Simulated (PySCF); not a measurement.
A survey of 15N NMR shifts

One conformer, fast rotation and ring inversion assumed for equivalent nuclei, no solvent model, non-relativistic Hamiltonian. Structure optimised with GFN2-xTB; GIAO PBE0/pcSseg-1 shieldings; PySCF 2.14.0 with density-fitted response routines.

Shieldings were converted by a linear fit to measured shifts: 15N (scatter 6.3 ppm rms vs CH3NO2, solution or neat liquid). A few per cent of atoms miss by over 2 rms, more outside the fitted compound classes.

Problem. Give the 15N shifts of `C=C1CC[C@H]1C#N`, `CC[SiH2]O[Si@@H](N)N(C)C`, `C=C(/C=N\C)C(C)(C)C`, `C[C@]1(C[SiH2]F)CN[SiH2]N1`, `C=C/C=C/CC#N`.

Solution. 
| compound | environment | δ (ppm) |
| --- | --- | --- |
| C=C1CC[C@H]1C#N | nitrile nitrogen | -118.4 |
| [CH3:1][CH2:2][SiH2:3][O:4][Si@@H:5]([NH2:6])[N:7]([CH3:8])[CH3:9] | N6: nitrogen bonded to Si, 2 H | -364.2 |
| [CH3:1][CH2:2][SiH2:3][O:4][Si@@H:5]([NH2:6])[N:7]([CH3:8])[CH3:9] | N7: nitrogen bonded to 2 C, Si | -367.5 |
| C=C(/C=N\C)C(C)(C)C | imine nitrogen | -40.6 |
| [CH3:1][C@:2]1([CH2:3][SiH2:4][F:5])[CH2:6][NH:7][SiH2:8][NH:9]1 | N9: nitrogen bonded to C, Si, H, in a 5-membered ring | -343.0 |
| [CH3:1][C@:2]1([CH2:3][SiH2:4][F:5])[CH2:6][NH:7][SiH2:8][NH:9]1 | N7: nitrogen bonded to C, Si, H, in a 5-membered ring | -377.3 |
| C=C/C=C/CC#N | nitrile nitrogen | -117.5 |
